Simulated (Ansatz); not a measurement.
The first iterations of a band of CH₂BBrSi (6 atoms, charge 0, multiplicity 1).

These are results of RHF/def2-SVP in Ansatz 0.2.0, not measurements.

```yaml
movable_images: 9
climbing_image: yes
spring: 2.0 to 10.0 eV/Å², energy-weighted
optimiser: quadratic models (default)
start_path: through a guess of the saddle point
force_threshold: 0.05 eV/Å
iteration_limit: 60
end_points: relaxed
```

First end point:

```xyz
6
Properties=species:S:1:pos:R:3
B 0.708 -2.507 0.989
C 0.470 -1.080 0.495
Si -0.036 0.564 -0.167
Br -2.059 0.656 -1.110
H 0.955 0.900 -1.201
H -0.038 1.467 0.994
```

Last end point:

```xyz
6
Properties=species:S:1:pos:R:3
B -0.014 -1.776 1.176
C 0.516 -0.434 0.720
Si -0.200 0.505 -0.504
Br -1.993 -0.066 -1.620
H 0.280 1.806 -0.971
H 1.411 -0.035 1.198
```

| iteration | highest image above the first end (eV) | largest band force component (eV/Å) |
| --- | --- | --- |
| 1 | 2.862 | 11.320 |
| 2 | 0.874 | 5.856 |
| 3 | 0.235 | 2.032 |
| 4 | 0.193 | 0.897 |
| 5 | 0.182 | 1.119 |

Task: Does the band converge within its limit, and where does its top end?

Result: The forces met the threshold. It ended after 17 iterations with the highest image 0.176 eV above the first end. Another band between the same ends (9 images) ends at a top of the same energy, where a vibrational analysis finds 1 clearly imaginary mode. The orbitals stay closed-shell, which can raise the energy where a bond breaks towards radicals; this wasn't checked here.

Time of the run: 5.8 min on 1 thread of Arm Neoverse V1, on a shared host, peak memory 0.22 GiB.
